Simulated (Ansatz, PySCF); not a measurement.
H$_{2}$Zn, charge +1, doublet, at a GFN2-xTB geometry (such geometries of metal compounds can be far from the true shape) (a state made from the parent by changing its charge; the spin is typed, not shown lowest). Base run: BLYP/6-31G** (PySCF).

The PySCF input:
```python
from pyscf import gto, scf, dft

mol = gto.Mole()
mol.atom = '''
    Zn    0.00000000    0.00000000    0.00000000
    H    -0.00000000   -0.00000000   -1.56522249
    H     0.00000000    0.00000000    1.56522249
'''
mol.basis = '6-31g**'
mol.charge = 1
mol.spin = 1
mol.verbose = 4
mol.build()

mf = dft.UKS(mol)
mf.xc = 'blyp'
mf.kernel()
```

The same geometry, method and basis name were run in Ansatz (an electronic-structure program) and PySCF, at each program's defaults and at the settings that a row names. The base is PySCF at its defaults. Differences at the defaults can come from grids, fitting, cores and function types together.

| code and settings | ΔE vs base (µEh) | basis functions | E (Eh) | SCF cycles |
|---|---|---|---|---|
| PySCF, defaults (exact integrals, its default grid, spherical functions) | 0.0 | 44 | -1779.90921 | 9 |
| Ansatz, defaults (factorised integrals, its default grid, Cartesian functions) | -6610 | 46 | -1779.91582 | - |
| PySCF, density fitting with def2-universal-jkfit | -81.8 | 44 | -1779.90929 | 9 |
| PySCF, fine grid | -0.1 | 44 | -1779.90921 | 9 |
| Ansatz, high accuracy, Cartesian functions as the basis file defines them | -6610 | 46 | -1779.91582 | - |

Open shells are given as the SCF converged; they aren't shown to be the lowest states, and a large step between rows can be another state.
